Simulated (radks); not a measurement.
The nuclear charge of the copper ion Cu2+ is varied continuously with 27 electrons held in [Ar] 3d9. Calculated with a radial shooting solver on a logarithmic mesh with Libxc functionals: scalar-relativistic Kohn-Sham, PBE, spin-unpolarised, spherical densities, finite nucleus; Fermi nuclear charge, rms radius 3.8823 fm. By the Hellmann-Feynman theorem dE/dZ = E(electron-nucleus)/Z, the electronic potential at the nucleus (averaged over a nucleus of fixed radius). The scalar-relativistic energy here is not variational (the density holds large components alone), so the two differ by a part that grows with Z.

| Z | E (hartree) | E(electron-nucleus)/Z (hartree) | HOMO | e(HOMO) (eV) | <r> HOMO (bohr) |
|---|---|---|---|---|---|
| 28 | -1520.29874 | -130.193 | 3d | -12.963 | 1.073 |
| 28.5 | -1586.24407 | -133.329 | 3d | -20.695 | 0.9890 |
| 29 | -1653.75844 | -136.453 | 3d | -29.628 | 0.9223 |
| 29.5 | -1722.83772 | -139.572 | 3d | -39.660 | 0.8671 |
| 30 | -1793.47944 | -142.686 | 3d | -50.718 | 0.8202 |

The central difference of E at Z = 29 is -136.594 hartree, to compare with the third column; the second derivative is -6.26 hartree.
